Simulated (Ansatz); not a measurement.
Program: Ansatz. Geometries: PBE0-D4/def2-TZVP. ΔE: electronic, gas phase. CCSD(T)/CBS adds triple-zeta CCSD(T) − MP2 to the extrapolated MP2 energy (def2 sets, frozen cores). This one scheme is used for every species. Functionals use def2-TZVPP. def2 core potentials past Kr. For Mo outer-core shells are correlated without core-valence functions, which leaves a few kJ/mol of doubt a bond. Each species was taken in one conformer, which may not be the lowest.

Consider the ligand exchange at a Mo–O bond: `[OH][Mo]([OH])(=[S])=[S]` + H–F → `[OH][Mo]([F])(=[S])=[S]` + H₂O.

Q: Is it downhill or uphill in electronic energy at CCSD(T)/CBS, and by how much? (An estimate is asked.)

A: The calculation gave: Downhill: ΔE = -0.19 eV.

Q: What do these levels give: PBE-D4, BLYP-D4, B97M-V, PBE-QIDH, BLYP, CAM-B3LYP, RPA@PBE/def2-TZVPP, CCSD(T)/def2-SVP, CCSD(T)/def2-TZVPP, HF/def2-QZVPP, SCS-MP2/def2-QZVPP, MP2/CBS(def2)? (Best estimate.)

A: Ansatz gave: PBE-D4 -0.25, BLYP-D4 -0.27, B97M-V -0.30, PBE-QIDH -0.19, BLYP -0.32, CAM-B3LYP -0.28, RPA@PBE/def2-TZVPP -0.21, CCSD(T)/def2-SVP -0.21, CCSD(T)/def2-TZVPP -0.18, HF/def2-QZVPP -0.27, SCS-MP2/def2-QZVPP -0.20, MP2/CBS(def2) -0.16 eV.

Largest T1 diagnostic among the species: 0.025, so the coupled-cluster value is less sure than usual.

From BLYP to BHLYP (50 % exact exchange), in def2-TZVPP and without D4, ΔE moves by +0.06 eV. The D4 term adds +0.04 eV with B3LYP and +0.02 eV with PBE0; it sums over pairs of atoms, weighted by their polarisabilities, and B3LYP, whose exchange is more repulsive, gets the larger term.

B3LYP here is the variant with VWN-RPA as its local correlation; programs differ in this.
